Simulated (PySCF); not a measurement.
# A survey of 17O NMR shifts

PySCF 2.14.0 with density-fitted response routines calculation with NMR shieldings at PBE0/pcSseg-1/GIAO and GFN2-xTB geometry; gas phase, equivalent nuclei averaged, one computed conformer, no relativistic terms.

Shieldings were converted by a linear fit to measured shifts: 17O: δ = 266.70 − 0.911σ (rms 10.7 ppm, 155 shifts, 12.2 ppm with the 3 outliers that the fit left out vs liquid water, solution or neat liquid). A few per cent of atoms miss by over 2 rms, more outside the fitted compound classes.

Problem. Give the 17O shifts of `FC1(F)OCO[C@@](F)(C(F)(F)F)O1`, `CN(C)C(=O)[SiH2]O[SiH3]`, `C/C=C(\F)C=O`.

Solution. 
```json
{"compound": "[F:1][C:2]1([F:3])[O:4][CH2:5][O:6][C@@:7]([F:8])([C:9]([F:10])([F:11])[F:12])[O:13]1", "environment": "O13: ether oxygen", "δ (ppm)": "112.9"}
{"compound": "[F:1][C:2]1([F:3])[O:4][CH2:5][O:6][C@@:7]([F:8])([C:9]([F:10])([F:11])[F:12])[O:13]1", "environment": "O4: ether oxygen", "δ (ppm)": "78.4"}
{"compound": "[F:1][C:2]1([F:3])[O:4][CH2:5][O:6][C@@:7]([F:8])([C:9]([F:10])([F:11])[F:12])[O:13]1", "environment": "O6: ether oxygen", "δ (ppm)": "65.7"}
{"compound": "[CH3:1][N:2]([CH3:3])[C:4](=[O:5])[SiH2:6][O:7][SiH3:8]", "environment": "O5: amide-type carbonyl oxygen", "δ (ppm)": "381.8"}
{"compound": "[CH3:1][N:2]([CH3:3])[C:4](=[O:5])[SiH2:6][O:7][SiH3:8]", "environment": "O7: oxygen bonded to 2 Si", "δ (ppm)": "-39.7"}
{"compound": "C/C=C(\\F)C=O", "environment": "aldehyde oxygen", "δ (ppm)": "565.0"}
```

Problem. Order these by 17O shift, lowest first.
A. C=CCC1=C(F)[Si@@H](OC)C1
B. CC(=O)/C=C\F
C. CC/C([SiH3])=C(/[SiH3])C(=O)Cl
D. C=C[Si@@H](CCl)C(=C)O[SiH3]

Solution. A (-15.6 ppm, oxygen bonded to C, Si), D (57.8 ppm, oxygen bonded to C, Si), C (491.5 ppm, carbonyl oxygen), B (593.4 ppm, ketone oxygen).
